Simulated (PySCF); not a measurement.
Compound: C4H8B2Cl2.
Cartesian coordinates in Å at the GFN2-xTB level; atoms count from 1:
```xyz
16
C4H8B2Cl2 angstrom
C      2.1251   -1.4093   -0.2557
C      0.8221   -1.1607   -0.3819
B      0.1448    0.2131   -0.1439
C      0.8202    1.3836    0.6601
C     -1.3203    0.4412   -0.7496
B     -2.3707   -0.1115    0.2813
Cl    -2.9792    0.8861    1.5506
Cl    -2.8948   -1.7534    0.2377
H      2.5569   -2.3774   -0.4583
H      2.8208   -0.6397    0.0384
H      0.1949   -1.9865   -0.7044
H      0.1012    1.9118    1.2834
H      1.6479    1.0725    1.2915
H      1.2116    2.1257   -0.0366
H     -1.4042   -0.0895   -1.6973
H     -1.4840    1.5031   -0.9267
```

PySCF, density fitting, gas phase, GFN2-xTB geometry. The standard run uses grid level 2 after a coarse-grid start, the def2-universal JK fitting basis (with tight functions added where the orbital basis needs them), an energy threshold of 1e-9 Eh and DIIS. The changed runs have no coarse-grid stage.

Problem. Standard PBE0/pcSseg-1: E = -1126.794465 Eh, HOMO -8.172 eV, LUMO -1.995 eV, dipole 2.012 D, 14 cycles (coarse-grid cycles included). What changes at PBE0/pcSseg-1 with: damping 0.2 at the start, DIIS from the seventh cycle, fitting basis def2-qzvpp-jkfit?

Solution. E = -1126.794488 Eh (-0.023 mEh), HOMO -8.172 eV (0.000), LUMO -1.995 eV (0.000), dipole 2.012 D (0.000), 15 SCF cycles. Of the changed settings only the fitting basis enters the energy expression; the total energy moves by 0.01 kcal/mol.

The cycles:
```
cycle   1  E = -1126.7241247365  dE =  8.329e-01  |g| = 5.078e-01  |ddm| = 3.567e+00
cycle   2  E = -1126.7613817748  dE = -3.726e-02  |g| = 3.567e-01  |ddm| = 7.322e-01
cycle   3  E = -1126.7732461786  dE = -1.186e-02  |g| = 2.831e-01  |ddm| = 5.388e-01
cycle   4  E = -1126.7752931613  dE = -2.047e-03  |g| = 2.654e-01  |ddm| = 4.564e-01
cycle   5  E = -1126.7723537033  dE =  2.939e-03  |g| = 2.850e-01  |ddm| = 4.541e-01
cycle   6  E = -1126.7288077054  dE =  4.355e-02  |g| = 4.912e-01  |ddm| = 6.246e-01
cycle   7  E = -1126.6142856175  dE =  1.145e-01  |g| = 8.069e-01  |ddm| = 1.048e+00
cycle   8  E = -1126.7941244076  dE = -1.798e-01  |g| = 3.713e-02  |ddm| = 6.653e-01
cycle   9  E = -1126.7943387016  dE = -2.143e-04  |g| = 2.352e-02  |ddm| = 5.345e-02
cycle  10  E = -1126.7944853275  dE = -1.466e-04  |g| = 3.124e-03  |ddm| = 2.322e-02
cycle  11  E = -1126.7944875684  dE = -2.241e-06  |g| = 1.002e-03  |ddm| = 3.479e-03
cycle  12  E = -1126.7944878172  dE = -2.487e-07  |g| = 1.410e-04  |ddm| = 9.380e-04
cycle  13  E = -1126.7944878212  dE = -4.082e-09  |g| = 6.902e-05  |ddm| = 1.835e-04
cycle  14  E = -1126.7944878226  dE = -1.334e-09  |g| = 8.782e-06  |ddm| = 6.810e-05
cycle  15  E = -1126.7944878226  dE = -1.864e-11  |g| = 2.808e-06  |ddm| = 1.089e-05
```
